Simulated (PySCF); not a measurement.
Electronic structure of Cr⁺ (chromium, charge +1) at the UHF level

Configuration: [Ar] 3d4 4p1, one real determinant (an excited configuration). Calculation: PySCF 2.14, in def2-QZVPPD (11s6p5d3f2g, 93 functions); no relativity, point nucleus.

```json
{
  "Total energy": "-1042.953970 hartree",
  "One-electron energy": "-1427.1914 hartree",
  "Hartree (Coulomb) energy": "431.6410 hartree",
  "Exchange energy": "-47.4036 hartree",
  "Kinetic energy": "1042.96273 hartree",
  "⟨S²⟩": "8.7517",
  "⟨L²⟩": "8.017",
  "Sum of ⟨r⟩": "18.39 bohr",
  "Sum of ⟨r²⟩": "32.27 bohr²",
  "Traceless quadrupole moment −½Σ⟨3z² − r²⟩ along its main axis": "-5.81 e·bohr²",
  "Density at the nucleus (Gaussians lack the cusp)": "9250 bohr⁻³",
  "Spin density at the nucleus": "-1.13 bohr⁻³",
  "Langevin diamagnetic susceptibility": "-25.6 ×10⁻⁶ cm³/mol"
}
```

```tsv
shell	electrons	mean orbital energy (eV)	spread (eV)	rms radius, mean of both spins (bohr)
1s α	1	-6011.7	0	0.0743
1s β	1	-6011.7	0	0.0743
2s α	1	-729.65	0	0.319
2s β	1	-727.07	0	0.319
2p α	3	-618.91	0.080	0.288
2p β	3	-616.28	0.711	0.288
3s α	1	-108.31	0	0.973
3s β	1	-99.873	0	0.973
3p α	3	-75.442	1.290	1.04
3p β	3	-65.101	1.707	1.04
3d α	4	-24.743	1.150	1.35
4p α	1	-10.132	0	3.98
```

⟨L²⟩ = 8.02 against 12 for a pure F term, so this real determinant mixes terms.

Spin-orbit constants ζ (cm⁻¹) from the X2C one-electron operator on these orbitals (non-relativistic here): bare nucleus, nucleus screened by l(l+1)(2l+1)/3 electrons, and screened by the Breit-Pauli mean field of the electrons.

```
shell   bare  screened nucleus  mean field
   2p  47760             43780       41920
   3p   5520              5060        4809
   3d  480.4             280.2       247.9
   4p  273.7             250.9       236.5
```

To first order the Landé constant is A = 48.82 cm⁻¹, so the lowest level has J = 1/2 and lies 0.0605 eV below the centre of the term. This holds in LS coupling only.
